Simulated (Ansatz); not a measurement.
CH3F (SMILES CF) at its CCSD(T)/cc-pVTZ minimum, average atomic masses, point group C3v.
(charge 0, multiplicity 1):
```xyz
5

C     -0.7283     0.1059     0.0706
F      0.6324    -0.0919    -0.0613
H     -1.0132    -0.0507     1.1112
H     -0.9723     1.1251    -0.2295
H     -1.2562    -0.6032    -0.5674
```

Frozen-core correlation.

Codes used: Ansatz (a program for electronic structure) with Gaussian orbitals. Each number belongs to the level named beside it.

Harmonic frequencies (cm⁻¹): 1093 1208 1208 1501 1508 1508 3045 3131 3131.

Question: Work out the rotational constants, the zero-point energy, and the ideal-gas entropy and heat capacity at 298.15 K and 1 bar (rigid rotor, harmonic oscillator).

Answer: 
Principal moments 3.207, 19.638, 19.638 u Å² give 16.8576/I = 5.256, 0.8584, 0.8584 cm⁻¹. Zero point: Σω/2 = 8667 cm⁻¹ = 24.78 kcal/mol. Translation R(1.5 ln M + 2.5 ln T − 1.1517) with M = 34.033 u: 152.85 J/(mol K). Rotation with σ = 3: q = 895.5, S = R(ln q + 3/2) = 68.99. Vibration, summed over R(u/(eᵘ − 1) − ln(1 − e⁻ᵘ)) with u = 1.43878ω/T: 0.75, of which the lowest mode gives 0.27. S° = 222.6 J/(mol K); C_p = 4R + 3.79 = 37.05 J/(mol K).
